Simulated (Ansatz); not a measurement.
Reaction: BrCl (SMILES ClBr) → BrCl+ (parent SMILES ClBr, doublet) + e-
Each species at its own B3LYP-D3(BJ)/def2-TZVP minimum (Ansatz, a program for electronic structure).

Wanted: adiabatic ionisation energy (electronic), in eV. UHF or UKS for unpaired electrons; spin-orbit terms are left out. Cores are frozen in correlated methods (noble-gas shells, and filled d and f shells in the p block). No relativity. CBS(X,Y): correlation extrapolated as X^-3, Hartree-Fock from the larger set. A bracket is a step between two methods taken in the basis named. Spin-orbit terms, left out, reach several kcal/mol for Br and I, and more for heavier atoms. The spin of BrCl+ (parent SMILES ClBr, doublet) was assumed, and the state is the lowest solution found for it.

CCSD(T)/CBS(def2-TZVPP,def2-QZVPP) + [CCSDT(Q) - CCSD(T)]/def2-TZVPP + [CCSDTQ - CCSDT(Q)]/def2-SVP (Ansatz) gives 11.09 eV.

What does PBE/def2-TZVPD (Ansatz) give here, and how do the other levels compare?

PBE gives 10.67 eV, 0.42 eV below it. Differences of the others: r2SCAN/def2-TZVPD (Ansatz) -0.27; B3LYP/def2-TZVPD (Ansatz) -0.18; PBE0/def2-TZVPD (Ansatz) -0.22; CCSD(T)/CBS(def2-TZVPP,def2-QZVPP) (Ansatz) 0.02 eV.
